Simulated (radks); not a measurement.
Polarisability of the iron ion Fe2+, [Ar] 3d6, at imaginary frequency. All-electron calculation, scalar-relativistic Kohn-Sham, LB94 model potential, spin-polarised, spherical densities, finite nucleus; open shells are filled with parallel spins first; Fermi nuclear charge, rms radius 3.7377 fm. Program: a radial shooting solver on a logarithmic mesh with Libxc functionals. Response by self-consistent Sternheimer equations with the Hartree and adiabatic LDA kernel, the relativistic mass of each level held fixed and spin-orbit coupling left out.

w (hartree),alpha1(iw) (bohr^3)
0.00266,3.459
0.0143,3.458
0.0360,3.451
0.0697,3.431
0.118,3.380
0.186,3.274
0.280,3.084
0.413,2.789
0.605,2.397
0.892,1.943
1.35,1.458
2.12,0.9679
3.59,0.5252
6.94,0.2049
17.5,0.04495

Static values: alpha1 = 3.459 bohr^3 (0.5126 angstrom^3; uncoupled 4.317). C6 = 10.08, triple-dipole C9 = 23.16 atomic units. One-pole (London) frequency 4 C6 / (3 alpha1^2) = 1.124 hartree, against 1.214 for minus the highest occupied eigenvalue.
